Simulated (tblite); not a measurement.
Compound: C6H10BrF.
Atom-mapped SMILES: `[CH3:1][C@@H:2]1[CH2:3][CH2:4][CH2:5][C@@:6]1([F:7])[Br:8]` (hydrogens: H9, H10, H11 on C1; H12 on C2; H13, H14 on C3; H15, H16 on C4; H17, H18 on C5)

Computed with GFN2-xTB (tblite), gas phase: L-BFGS steps from a force-field or distance-geometry start until the largest atomic force falls under 0.01 eV/Å.

Step 68: E = -728.8933 eV
```
atom  x, y, z in Å  |  force x, y, z in eV/Å
C1      2.0555    0.6434   -0.0592    0.005   0.002   0.001
C2      0.6387    0.2955    0.3712    0.023  -0.008   0.026
C3      0.2730   -1.1883    0.2994    0.001  -0.020  -0.009
C4     -1.2522   -1.1885    0.4237   -0.007  -0.005  -0.008
C5     -1.7080    0.0757   -0.3242   -0.017   0.019   0.001
C6     -0.4422    0.9137   -0.5191    0.018   0.027   0.026
F7     -0.0610    0.8886   -1.8284   -0.001  -0.018  -0.008
Br8    -0.7196    2.8239   -0.0996   -0.002   0.000  -0.005
H9      2.1810    1.7239   -0.1018   -0.003   0.000   0.003
H10     2.7713    0.2448    0.6554   -0.013  -0.025  -0.010
H11     2.2760    0.2314   -1.0417   -0.028   0.006  -0.001
H12     0.4717    0.6513    1.3927   -0.017   0.031   0.007
H13     0.7534   -1.7724    1.0809    0.023   0.001   0.013
H14     0.5725   -1.5867   -0.6706    0.026  -0.024  -0.028
H15    -1.5374   -1.1284    1.4756    0.003   0.012  -0.035
H16    -1.6975   -2.0878    0.0015    0.007   0.005   0.019
H17    -2.4606    0.6257    0.2374   -0.029   0.001   0.007
H18    -2.1234   -0.1595   -1.3050    0.010  -0.004  -0.001
```

Step 69: E = -728.8938 eV
```
atom  x, y, z in Å  |  force x, y, z in eV/Å
C1      2.0552    0.6438   -0.0589    0.007   0.004   0.004
C2      0.6379    0.2963    0.3697    0.033  -0.017   0.036
C3      0.2744   -1.1879    0.2992   -0.014  -0.029  -0.003
C4     -1.2508   -1.1883    0.4237   -0.017  -0.011  -0.003
C5     -1.7082    0.0753   -0.3241   -0.020   0.021  -0.004
C6     -0.4427    0.9128   -0.5212    0.019   0.053   0.034
F7     -0.0616    0.8883   -1.8300   -0.001  -0.034  -0.028
Br8    -0.7184    2.8247   -0.1050   -0.007  -0.004   0.002
H9      2.1847    1.7246   -0.0881   -0.002  -0.010  -0.008
H10     2.7703    0.2340    0.6505   -0.016  -0.022  -0.015
H11     2.2719    0.2407   -1.0463   -0.025   0.018   0.009
H12     0.4685    0.6521    1.3909   -0.010   0.032   0.008
H13     0.7523   -1.7706    1.0832    0.033   0.003   0.010
H14     0.5754   -1.5891   -0.6691    0.022  -0.017  -0.025
H15    -1.5355   -1.1277    1.4759    0.005   0.014  -0.035
H16    -1.6965   -2.0883    0.0035    0.007   0.004   0.012
H17    -2.4600    0.6258    0.2383   -0.025   0.000   0.008
H18    -2.1257   -0.1602   -1.3039    0.012  -0.006  -0.003
```

Step 70: E = -728.8943 eV
```
atom  x, y, z in Å  |  force x, y, z in eV/Å
C1      2.0549    0.6444   -0.0583    0.008   0.002   0.009
C2      0.6373    0.2968    0.3684    0.030  -0.018   0.034
C3      0.2758   -1.1881    0.2986   -0.021  -0.027   0.001
C4     -1.2494   -1.1875    0.4239   -0.019  -0.011   0.004
C5     -1.7087    0.0751   -0.3245   -0.013   0.015  -0.008
C6     -0.4430    0.9123   -0.5233    0.012   0.059   0.031
F7     -0.0623    0.8876   -1.8319   -0.002  -0.044  -0.033
Br8    -0.7174    2.8253   -0.1102   -0.010  -0.005   0.008
H9      2.1895    1.7251   -0.0714   -0.002  -0.022  -0.019
H10     2.7685    0.2206    0.6444   -0.013  -0.018  -0.019
H11     2.2666    0.2525   -1.0516   -0.019   0.030   0.019
H12     0.4646    0.6532    1.3890    0.000   0.026   0.007
H13     0.7523   -1.7691    1.0850    0.035   0.007   0.002
H14     0.5787   -1.5924   -0.6686    0.011  -0.001  -0.009
H15    -1.5323   -1.1245    1.4762    0.005   0.013  -0.027
H16    -1.6958   -2.0883    0.0077    0.000  -0.005  -0.001
H17    -2.4607    0.6253    0.2381   -0.016   0.000   0.006
H18    -2.1273   -0.1621   -1.3033    0.015  -0.002  -0.007
```

Problem. Estimate the geometry and energy of step 71. (The exact step hangs on the optimiser's Hessian estimate; all steps are aligned on step 70, rigid shifts and turns removed.)

Solution. E = -728.8947 eV, largest force 0.044 eV/Å
```
atom  x, y, z in Å  |  force x, y, z in eV/Å
C1      2.0547    0.6449   -0.0578    0.002  -0.003   0.012
C2      0.6372    0.2969    0.3680    0.013  -0.010   0.019
C3      0.2768   -1.1887    0.2981   -0.017  -0.011   0.007
C4     -1.2485   -1.1866    0.4238   -0.012  -0.010   0.002
C5     -1.7092    0.0756   -0.3248   -0.002   0.006  -0.006
C6     -0.4429    0.9126   -0.5245    0.001   0.037   0.019
F7     -0.0628    0.8855   -1.8339   -0.004  -0.041  -0.016
Br8    -0.7172    2.8253   -0.1140   -0.008  -0.001   0.009
H9      2.1936    1.7252   -0.0584   -0.003  -0.023  -0.023
H10     2.7668    0.2097    0.6391   -0.002  -0.016  -0.017
H11     2.2623    0.2628   -1.0556   -0.013   0.032   0.020
H12     0.4620    0.6546    1.3880    0.008   0.014   0.003
H13     0.7530   -1.7679    1.0865    0.028   0.010  -0.006
H14     0.5816   -1.5955   -0.6680    0.000   0.015   0.007
H15    -1.5302   -1.1212    1.4756    0.003   0.009  -0.007
H16    -1.6953   -2.0881    0.0106   -0.009  -0.013  -0.012
H17    -2.4621    0.6249    0.2384   -0.002  -0.001  -0.002
H18    -2.1286   -0.1637   -1.3028    0.018   0.006  -0.009
```

The energy changes by -0.0004 eV. The first-order estimate −F·Δx gives -0.0006 eV and the mean of the old and new forces, exact on a quadratic surface, -0.0004 eV. The step makes an angle of 79° with the force vector and moves no atom by more than 0.014 Å.

The cost below is that of the whole relaxation. On one thread, Arm Neoverse V1 (aarch64), shared host, this took 0.62 s of wall time.
